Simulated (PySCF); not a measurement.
C₆H₁₅Ge (SMILES C[CH2][Ge]([CH2]C)[CH2]C), doublet, at a GFN2-xTB geometry; SCAN/STO-3G in PySCF.

Here is a job for PySCF.
```python
from pyscf import gto, scf, dft

mol = gto.Mole()
mol.atom = '''
    C    -1.571459   -2.221506    0.509693
    C    -0.912453   -1.810034   -0.795728
    Ge    0.122840   -0.042444   -0.621536
    C    -1.271148    1.297737    0.077012
    C    -0.718209    2.680616    0.367710
    C     1.395907   -0.359182    0.965757
    C     2.631175    0.524193    0.980832
    H    -2.069716   -3.185497    0.397623
    H    -0.834420   -2.313214    1.305149
    H    -2.317845   -1.491108    0.814286
    H    -0.213671   -2.581788   -1.120115
    H    -1.663575   -1.702631   -1.578372
    H    -2.085596    1.361842   -0.644825
    H    -1.668873    0.855584    0.991955
    H     0.079036    2.627730    1.106465
    H    -1.496850    3.337133    0.757884
    H    -0.316090    3.132570   -0.537171
    H     0.802589   -0.189480    1.865808
    H     1.692590   -1.408299    0.948409
    H     2.356190    1.576945    0.989320
    H     3.241367    0.341919    0.098258
    H     3.241089    0.325560    1.862834
'''
mol.basis = 'sto-3g'
mol.charge = 0
mol.spin = 1
mol.verbose = 4
mol.build()

mf = dft.UKS(mol)
mf.xc = 'scan'
mf.grids.atom_grid = (75, 302)
mf.kernel()
mf.analyze()
```

Q: Write the output that PySCF gives for this input, abridged.

A: 
```
PySCF version 2.14.0

[INPUT] verbose = 4
[INPUT] num. atoms = 22
[INPUT] num. electrons = 83
[INPUT] charge = 0
[INPUT] spin (= nelec alpha-beta = 2S) = 1
[INPUT] symmetry False subgroup None
[INPUT] Mole.unit = angstrom
[INPUT] Symbol           X                Y                Z      unit          X                Y                Z       unit  Magmom
[...]
nuclear repulsion = 556.33094153494
number of shells = 41
number of NR pGTOs = 189
number of NR cGTOs = 63
basis = sto-3g
ecp = {}

******** <class 'pyscf.dft.uks.UKS'> ********
method = UKS
initial guess = minao
damping factor = 0
level_shift factor = 0
DIIS = <class 'pyscf.scf.diis.CDIIS'>
diis_start_cycle = 1
diis_space = 8
diis_damp = 0
SCF conv_tol = 1e-09
SCF conv_tol_grad = None
SCF max_cycles = 50
direct_scf = True
direct_scf_tol = 1e-13
number electrons alpha = 42  beta = 41
XC library pyscf.dft.libxc version 7.1.2
    S. Lehtola, C. Steigemann, M. J. T. Oliveira, and M. A. L. Marques,  SoftwareX 7, 1–5 (2018)
XC functionals = scan
    J. Sun, A. Ruzsinszky, and J. P. Perdew,  Phys. Rev. Lett. 115, 036402 (2015)
    J. Sun, A. Ruzsinszky, and J. P. Perdew,  Phys. Rev. Lett. 115, 036402 (2015)
radial grids:
    Treutler-Ahlrichs [JCP 102, 346 (1995); DOI:10.1063/1.469408] (M4) radial grids

becke partition: Becke, JCP 88, 2547 (1988); DOI:10.1063/1.454033
pruning grids: <function nwchem_prune>
grids dens level: 3
symmetrized grids: False
atomic radii adjust function: <function treutler_atomic_radii_adjust>
User specified grid scheme (75, 302)
small_rho_cutoff = 0
Set gradient conv threshold to 3.16228e-05
tot grids = 320320
init E= -2285.52389078201

cycle= 1 E= -2287.77570201113  delta_E= -2.25  |g|= 0.404  |ddm|= 3.84

cycle= 2 E= -2286.42130477525  delta_E= 1.35  |g|= 1.67  |ddm|= 2.55
cycle= 3 E= -2287.91533956017  delta_E= -1.49  |g|= 0.156  |ddm|= 2.19
cycle= 4 E= -2287.93085324716  delta_E= -0.0155  |g|= 0.0708  |ddm|= 0.39
cycle= 5 E= -2287.93522148194  delta_E= -0.00437  |g|= 0.0163  |ddm|= 0.227
cycle= 6 E= -2287.9354506586  delta_E= -0.000229  |g|= 0.0037  |ddm|= 0.031
cycle= 7 E= -2287.93546416317  delta_E= -1.35e-05  |g|= 0.000597  |ddm|= 0.0102
cycle= 8 E= -2287.9354645548  delta_E= -3.92e-07  |g|= 0.000227  |ddm|= 0.00207
cycle= 9 E= -2287.93546462338  delta_E= -6.86e-08  |g|= 0.000106  |ddm|= 0.000856
cycle= 10 E= -2287.93546463628  delta_E= -1.29e-08  |g|= 6.09e-05  |ddm|= 0.000376
cycle= 11 E= -2287.93546464016  delta_E= -3.88e-09  |g|= 1.37e-05  |ddm|= 0.000189
cycle= 12 E= -2287.93546464044  delta_E= -2.86e-10  |g|= 3.78e-06  |ddm|= 5.44e-05
Extra cycle  E= -2287.93546464043  delta_E= 1e-11  |g|= 4.2e-06  |ddm|= 2.66e-05
converged SCF energy = -2287.93546464043  <S^2> = 0.75088683  2S+1 = 2.0008866
**** SCF Summaries ****
Total Energy =                       -2287.935464640432656
Nuclear Repulsion Energy =             556.330941534940166
One-electron Energy =                -4303.135235242834824
Two-electron Energy =                 1458.868829067462229
Two-electron Coulomb Energy =         1576.967415311568175
DFT Exchange-Correlation Energy =     -118.098586244105846
**** MO energy ****
                             alpha | beta                alpha | beta
[...]
To work with the spin densities directly, `use mulliken_meta_spin()` only printing them here.

 ** Mulliken spin pop alpha/beta on meta-lowdin orthogonal AOs **
 ** Mulliken Spin Density (per AO)  **
spin_pop of  0 C 1s        0.00000
spin_pop of  0 C 2s        0.00299
spin_pop of  0 C 2px       0.00412
spin_pop of  0 C 2py       0.00174
spin_pop of  0 C 2pz       0.00717
spin_pop of  1 C 1s       -0.00000
spin_pop of  1 C 2s        0.00456
spin_pop of  1 C 2px       0.00978
spin_pop of  1 C 2py       0.02040
spin_pop of  1 C 2pz      -0.00163
spin_pop of  2 Ge 1s        0.00000
spin_pop of  2 Ge 2s        0.00001
spin_pop of  2 Ge 3s        0.00000
spin_pop of  2 Ge 4s        0.14531
spin_pop of  2 Ge 2px       0.00000
spin_pop of  2 Ge 2py       0.00000
spin_pop of  2 Ge 2pz       0.00000
spin_pop of  2 Ge 3px       0.00009
spin_pop of  2 Ge 3py       0.00002
spin_pop of  2 Ge 3pz       0.00037
spin_pop of  2 Ge 4px       0.14142
spin_pop of  2 Ge 4py       0.06195
spin_pop of  2 Ge 4pz       0.45140
spin_pop of  2 Ge 3dxy      0.00030
spin_pop of  2 Ge 3dyz      0.00610
spin_pop of  2 Ge 3dz^2     0.01532
spin_pop of  2 Ge 3dxz      0.01971
spin_pop of  2 Ge 3dx2-y2   -0.00014
spin_pop of  3 C 1s       -0.00000
spin_pop of  3 C 2s        0.00485
spin_pop of  3 C 2px       0.02007
spin_pop of  3 C 2py       0.00633
spin_pop of  3 C 2pz       0.01134
spin_pop of  4 C 1s        0.00000
spin_pop of  4 C 2s       -0.00020
spin_pop of  4 C 2px      -0.00033
spin_pop of  4 C 2py      -0.00153
spin_pop of  4 C 2pz      -0.00018
spin_pop of  5 C 1s       -0.00000
spin_pop of  5 C 2s        0.00478
spin_pop of  5 C 2px       0.00387
spin_pop of  5 C 2py       0.00279
spin_pop of  5 C 2pz       0.03185
spin_pop of  6 C 1s        0.00000
spin_pop of  6 C 2s        0.00060
spin_pop of  6 C 2px      -0.00068
spin_pop of  6 C 2py      -0.00015
spin_pop of  6 C 2pz       0.00003
spin_pop of  7 H 1s        0.00662
spin_pop of  8 H 1s       -0.00037
spin_pop of  9 H 1s       -0.00060
spin_pop of  10 H 1s       -0.00139
spin_pop of  11 H 1s       -0.00150
spin_pop of  12 H 1s       -0.00174
spin_pop of  13 H 1s        0.01340
spin_pop of  14 H 1s        0.00012
spin_pop of  15 H 1s        0.00037
spin_pop of  16 H 1s        0.00083
spin_pop of  17 H 1s        0.01061
spin_pop of  18 H 1s       -0.00118
spin_pop of  19 H 1s        0.00015
spin_pop of  20 H 1s        0.00055
spin_pop of  21 H 1s       -0.00031
 ** Mulliken Spin Density (per atom)  **
spin density of  0 C =      0.01602
spin density of  1 C =      0.03310
spin density of  2 Ge =      0.84186
spin density of  3 C =      0.04259
spin density of  4 C =     -0.00224
spin density of  5 C =      0.04329
spin density of  6 C =     -0.00020
spin density of  7 H =      0.00662
spin density of  8 H =     -0.00037
spin density of  9 H =     -0.00060
spin density of  10 H =     -0.00139
spin density of  11 H =     -0.00150
spin density of  12 H =     -0.00174
spin density of  13 H =      0.01340
spin density of  14 H =      0.00012
spin density of  15 H =      0.00037
spin density of  16 H =      0.00083
spin density of  17 H =      0.01061
spin density of  18 H =     -0.00118
spin density of  19 H =      0.00015
spin density of  20 H =      0.00055
spin density of  21 H =     -0.00031
 ** Mulliken pop alpha/beta on meta-lowdin orthogonal AOs **
 ** Mulliken pop       alpha | beta **
In total            42.00000 | 41.00000
 ** Mulliken atomic charges   ( Nelec_alpha | Nelec_beta ) **
charge of  0C =     -0.13652  (     3.07627      3.06025 )
charge of  1C =     -0.17486  (     3.10398      3.07088 )
charge of  2Ge =      0.33620  (    16.25283     15.41097 )
charge of  3C =     -0.17351  (     3.10805      3.06546 )
charge of  4C =     -0.13647  (     3.06711      3.06935 )
charge of  5C =     -0.17358  (     3.10843      3.06514 )
charge of  6C =     -0.13588  (     3.06784      3.06804 )
charge of  7H =      0.04350  (     0.48156      0.47494 )
charge of  8H =      0.04283  (     0.47840      0.47877 )
charge of  9H =      0.04275  (     0.47833      0.47893 )
charge of  10H =      0.03516  (     0.48172      0.48311 )
charge of  11H =      0.03545  (     0.48152      0.48302 )
charge of  12H =      0.03557  (     0.48134      0.48309 )
charge of  13H =      0.03810  (     0.48765      0.47425 )
charge of  14H =      0.04161  (     0.47925      0.47913 )
charge of  15H =      0.04120  (     0.47959      0.47921 )
charge of  16H =      0.04153  (     0.47965      0.47882 )
charge of  17H =      0.03752  (     0.48655      0.47593 )
charge of  18H =      0.03560  (     0.48161      0.48279 )
charge of  19H =      0.04120  (     0.47948      0.47932 )
charge of  20H =      0.04161  (     0.47947      0.47892 )
charge of  21H =      0.04098  (     0.47935      0.47967 )
Dipole moment(X, Y, Z, Debye):  0.02842, -0.04018, -0.23420
```
